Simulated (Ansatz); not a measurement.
Total energies of AlCl2(SiH3) (AlSiH3Cl2) from Ansatz at PBE-D4/def2-TZVP, gas phase (1 Eh = 27.2114 eV = 2625.5 kJ/mol). The reference geometry is relaxed at PBE0-D4/def2-SVP.

```xyz
7

Al    1.148    0.588   -0.080
Cl    1.547    2.375    0.949
Cl    2.727   -0.209   -1.213
Si   -1.015   -0.510    0.057
H    -1.289   -1.287   -1.191
H    -2.100    0.498    0.261
H    -1.020   -1.456    1.217
```

```json
{"state": "charge 0 singlet", "geometry": "reference", "energy (Eh)": "-1453.64533"}
{"state": "charge 1 doublet", "geometry": "reference", "energy (Eh)": "-1453.27988"}
{"state": "free Al atom (doublet)", "geometry": "–", "energy (Eh)": "-242.22759"}
{"state": "free Cl atom (doublet)", "geometry": "–", "energy (Eh)": "-459.95840"}
{"state": "free Si atom (triplet)", "geometry": "–", "energy (Eh)": "-289.22285"}
{"state": "free H atom (doublet)", "geometry": "–", "energy (Eh)": "-0.49962"}
```

Q: Work out the vertical ionisation energy to the doublet.

A: E(charge 1 doublet) − E(charge 0 singlet) = -1453.27988 − (-1453.64533) = 0.36545 Eh = 9.94 eV. For comparison, −ε of the highest occupied level is 7.21 eV at this level, 2.73 eV less.

Q: What is the binding energy per atom against free atoms?

A: Atoms: 1 × (-242.22759) + 2 × (-459.95840) + 1 × (-289.22285) + 3 × (-0.49962) = -1452.86610 Eh. Binding: -1452.86610 − (-1453.64533) = 0.77923 Eh = 21.20 eV, or 3.03 eV for each of 7 atoms (no zero-point energy, no counterpoise term).
